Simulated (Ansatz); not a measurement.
```yaml
crystal:
  periodic: [false, false, false]
  atoms:
    - {symbol: Cu, position_ang: [0.819643, -0.079238, -1.470798]}
    - {symbol: Cu, position_ang: [-1.022903, -0.788240, 0.072166]}
    - {symbol: Cu, position_ang: [0.785830, 0.485597, 1.144943]}
    - {symbol: Cu, position_ang: [-1.084183, 1.647215, -0.448191]}
    - {symbol: S, position_ang: [2.294534, -0.926683, -0.033462]}
    - {symbol: S, position_ang: [-1.340960, 0.213871, -2.053039]}
    - {symbol: S, position_ang: [0.670399, -1.932440, 1.074895]}
    - {symbol: S, position_ang: [-1.010459, 1.336129, 1.743901]}
basis:
  gaussian: {orbitals: def2-SVPD}
magnetization: {spin_polarized: true, initial_magnetization: 4}
hamiltonian: {xc: {name: PBE0}}
output: {forces: true}
```

```sh
$ ansatz run in.yaml --threads 4 --pin off --events-out ev --progress --plain --max-ram 4787MiB
```

(1) Does this run fit into the memory that it is given?

## Answers

(1) No. It has 244 basis functions, and the program plans for 5 GiB where 5 GiB are given.
